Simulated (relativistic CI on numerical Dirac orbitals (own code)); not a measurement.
# Hyperfine structure of W34+, mass number 183

Method of calculation: Dirac-Coulomb-Breit CI, KLI orbitals optimised for each configuration, model QED, unscaled Slater integrals (own radial code, finite nucleus).

Configuration list (outside the closed core [Ar] 3d10): 4s²4p⁶4d⁴, 4s²4p⁶4d³4f, 4s²4p⁵4d⁵, 4s4p⁶4d⁵, 4s4p⁶4d⁴4f, 4s²4p⁶4d³5s, 4s²4p⁶4d³5d, 4s²4p⁶4d³5g, 4p⁶4d⁶, 4p⁵4d⁷, 4s²4p⁶4d²5s², 4s²4p⁶4d4f5s², 4s4p⁶4d²4f5s², 4s²4p⁶4d5s²5d. Double excitations out of closed p, d and f shells are left out; levels of such configurations are missing from the list, as are those of other unlisted configurations, and high levels can miss mixing partners.

Nuclear spin I = 1/2, μ = 0.11739 μN (tables of Stone and Pyykkö). The electronic factors are computed for point nuclear moments, without core polarisation or the Bohr-Weisskopf and QED corrections.

```csv
Level,E (cm⁻¹),A (MHz)
4s²4p⁶4d⁴ ⁵D1,114503,-291.5
4s²4p⁶4d⁴ ³H5,292237,3398
4s²4p⁶4d⁴ ³H6,304076,3596
4s²4p⁶4d⁴ ³G4,318137,3882
```

Levels with J = 0, under 50 % of one LS term, or S terms without an open s electron are left out. Small factors come from cancelling terms and can be off by tens of per cent or more.

At this charge energies of transitions that change n are usually good to better than 1 %, and those within a shell (Δn = 0) to a few per cent. Terms inside the open d or f shell come out 10 to 20 % too wide with unscaled integrals.

(1) Give the hyperfine levels of 4s²4p⁶4d⁴ ³H5 relative to its centre of gravity.

Results:

(1) With K = F(F + 1) − I(I + 1) − J(J + 1), E = AK/2: F = 9/2: -10190, F = 11/2: 8495 MHz.

LS names give the leading component of a level, which can be under half, so a name can repeat, a term be missing and a line seem to break the LS rules.
